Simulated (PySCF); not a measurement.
**WF: frontier orbitals**

UHF at R = 1.896 Å; basis W def2-TZVPP with ECP60, F def2-TZVPP; scalar-relativistic core potentials; PySCF 2.14. State: ⁶Σ⁺ (sextet), unpaired electrons σ ↑, π ↑↑, δ ↑↑. Only the outer orbitals are listed, counted within each symmetry, core potentials removing the inner ones.

```
spin  orbital  occ.  ε (eV)  on W (%)  main shells (%)
   α       5σ     1  -16.58        13    85 F p, 9 W d
   α       2π     1  -16.55        11   88 F p, 10 W d
   α       2π     1  -16.55        11   88 F p, 10 W d
   α       1δ     1  -10.03       100          100 W d
   α       1δ     1  -10.03       100          100 W d
   α       3π     1   -9.53        92           86 W d
   α       3π     1   -9.53        92           86 W d
   α       6σ     1   -8.89       101   83 W s, 13 W d
   α       7σ     0    1.14        98   51 W p, 42 W d
   α       4π     0    1.57       100           95 W p
   α       4π     0    1.57       100           95 W p
   β       5σ     1  -16.68        10           89 F p
   β       2π     1  -15.75         5           95 F p
   β       2π     1  -15.75         5           95 F p
   β       6σ     0    0.54       100           91 W s
   β       7σ     0    3.18       102   66 W p, 34 W d
   β       3π     0    3.43       101   90 W p, 10 W d
```

Q: Which are the highest filled and the lowest empty level, where do they sit, and how wide is the gap?

A: Highest filled α 6σ at -8.89 eV (in %: 83 W s, 13 W d); lowest empty β 6σ at 0.54 eV (in %: 91 W s); the gap at UHF is 9.43 eV. An empty level above zero is unbound, and its energy depends on the basis.

| Quantity | Value |
| --- | --- |
| bond order (Mayer) | 0.75 |
| ⟨S²⟩ | 8.759 |
| charge on W (Mulliken, basis-dependent) | 0.54 |
| charge on W (Löwdin, basis-dependent) | 0.27 |
| dipole moment (positive dipole means W(−)F(+)) | -3.03 D |
| polarisability along the bond | 48.8 bohr³ |
| polarisability across the bond | 61.4 bohr³ |

Shares are Mulliken populations and can fall outside 0 to 100 %.

Spin–orbit coupling is left out. With d or f electrons several states lie close, and the lowest PBE0 determinant need not be the measured ground state.
